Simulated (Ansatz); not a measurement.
A nudged elastic band was laid between two geometries of CH4ClFOSn (9 atoms, charge 0, multiplicity 1).

Method: RKS B3LYP/def2-SVP (Ansatz 0.2.0).

```
movable images  : 7
climbing image  : yes
spring          : 5.0 eV/Å²
optimiser       : quadratic models (default)
start path      : through a guess of the saddle point
force threshold : 0.03 eV/Å
iteration limit : 60
end points      : relaxed
```

Initial state:

```xyz
9
Properties=species:S:1:pos:R:3
O -0.022 0.893 1.603
C -0.673 0.081 0.655
Sn 0.771 -0.255 -0.939
F 1.012 -2.187 -1.056
Cl -0.210 0.335 -3.012
H -0.615 1.041 2.353
H -0.951 -0.921 1.036
H -1.565 0.548 0.198
H 2.343 0.418 -0.854
```

Final state:

```xyz
9
Properties=species:S:1:pos:R:3
O -0.724 0.879 1.138
C -0.035 -0.591 1.174
Sn 1.036 -0.468 -0.687
F 0.872 -2.082 -1.781
Cl -0.359 1.302 -1.760
H -0.996 1.204 0.225
H -1.456 0.917 1.773
H -0.904 -1.223 0.886
H 2.655 0.016 -0.984
```

Task: What changes between the two ends?

Result: Bonds broken: C2–H7. Bonds formed: O1–H7.

Task: What energy profile does the band end with?

Result: The run converged. The highest image is number 6 of 0 to 8, 3.56 eV above the first end and 0.44 eV above the last; the last end lies 3.12 eV above the first. Beside the main top the profile has a ripple of under 15 meV (maxima at images 2, 6), which may be a very shallow well or noise. A structure lower than the first end lies on the path between it and the top, so the climb from that side starts below the end, which may itself be a saddle point or a shallow side well. Neighbouring images differ by up to 2.8 eV, so the band resolves the path poorly. A vibrational analysis at the climbing image gives one clearly imaginary mode, 865i cm⁻¹: a first-order saddle point. The orbitals stay closed-shell, which can raise the energy where a bond breaks towards radicals; this wasn't checked here.

| image | path coordinate (Å) | energy (eV) | C2–H7 (Å) | O1–H7 (Å) |
| --- | --- | --- | --- | --- |
| 0 | 0.00 | 0.00 | 1.11 | 2.12 |
| 1 | 0.83 | 0.00 | 1.11 | 2.12 |
| 2 | 1.65 | 0.01 | 1.11 | 2.11 |
| 3 | 2.48 | -0.03 | 1.10 | 2.04 |
| 4 | 3.31 | -0.02 | 1.10 | 2.04 |
| 5 | 4.13 | 0.71 | 1.09 | 1.81 |
| 6 | 4.96 | 3.56 | 1.48 | 1.06 |
| 7 | 6.32 | 3.29 | 2.14 | 0.97 |
| 8 | 7.68 | 3.12 | 2.16 | 0.97 |

Task: What is the geometry of the highest image?

Result: 
```xyz
9
Properties=species:S:1:pos:R:3
O -0.427 1.173 1.325
C -0.493 -0.607 0.777
Sn 0.833 -0.441 -0.915
F 1.014 -2.234 -1.661
Cl -0.117 0.850 -2.675
H -1.355 1.424 1.465
H -0.263 0.311 1.915
H -1.534 -0.646 0.404
H 2.429 0.124 -0.652
```

Time of the run: 14 min on 2 threads of Arm Neoverse V1 (shared host), peak memory 0.28 GiB.
